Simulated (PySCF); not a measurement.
# He⁺ (helium, charge +1): TPSS calculation

Configuration: 1s1, 2S determinant. Computed with PySCF 2.14 in cc-pVTZ-DK (3s2p1d, 14 functions), with the spin-free X2C one-electron Hamiltonian (Gaussian nucleus).

```json
{"Total energy": "-1.9993 hartree", "One-electron energy": "-1.9988 hartree", "Hartree (Coulomb) energy": "0.6214 hartree", "Exchange-correlation energy": "-0.6218 hartree", "⟨S²⟩": "0.7500", "⟨L²⟩": "0.000", "Sum of ⟨r⟩": "0.7561 bohr", "Sum of ⟨r²⟩": "0.7665 bohr²", "Langevin diamagnetic susceptibility": "-0.607 ×10⁻⁶ cm³/mol", "Time after the integrals": "0.04 s of wall time on 1 thread of Neoverse-V1 (shared host)"}
```

```tsv
shell	electrons	mean orbital energy (eV)	rms radius, mean of both spins (bohr)
1s α	1	-42.727	0.876
```

For one electron the Hartree and exchange-correlation energies should cancel; what remains is the self-interaction error.
